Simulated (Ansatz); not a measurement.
`CO[As]([SiH3])OC`, charge 0, multiplicity 1.

Question: Give a relaxed structure at PBE0-D4/def2-TZVP (the Gaussian-basis code of Ansatz). (Best estimate.)

Answer: The calculation gave: 
Cartesian coordinates in Å:
```
C 2.158 -0.369 0.807
O 1.254 -0.587 -0.255
As -0.475 -0.816 0.172
Si -1.026 -1.264 -2.106
O -1.118 0.855 0.035
C -1.140 1.637 1.210
H 3.144 -0.715 0.489
H 2.227 0.697 1.052
H 1.872 -0.917 1.714
H -0.478 -0.188 -2.966
H -0.448 -2.581 -2.483
H -2.506 -1.331 -2.231
H -1.336 1.034 2.105
H -0.190 2.167 1.347
H -1.938 2.377 1.109
```
Point group Cs.
This is one stationary point; other conformers may exist.
